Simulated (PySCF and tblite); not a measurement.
Values are calculated unless marked as measured or tabulated.
2 E/Z isomers of C4H5F3, numbered alike:

```tsv
isomer	SMILES	descriptors
A	[F:1][CH2:2]/[CH:3]=[CH:4]/[CH:5]([F:6])[F:7]	3=4 E
B	[F:1][CH2:2]/[CH:3]=[CH:4]\[CH:5]([F:6])[F:7]	3=4 Z
```

Protocol: conformer search, at most 6 conformers an isomer, GFN2-xTB geometries, energies CAM-B3LYP/pcSseg-1 (IEF-PCM, benzene) (D3(BJ) added where defined), weights at 298.15 K with GFN2-xTB thermal terms. Programs: PySCF with density fitting and tblite.

(1) Rank the isomers by free energy at 298.15 K.

(2) If they could interconvert freely, what would the mixture hold (chiral isomers as racemates)?

The minima are those of GFN2-xTB; planar forms about aryl–S or allylic bonds may be saddles in DFT.

Results:

(1) 
```tsv
isomer	ΔG (kcal/mol)	ΔE, lowest conformer	conformers	largest weight %	rms dipole (D)
A	0.0	0.0	5	59	2.96
B	2.7	1.9	3	94	4.15
```

(2) A 99 %, B 1 %. A racemate gains RT ln 2.
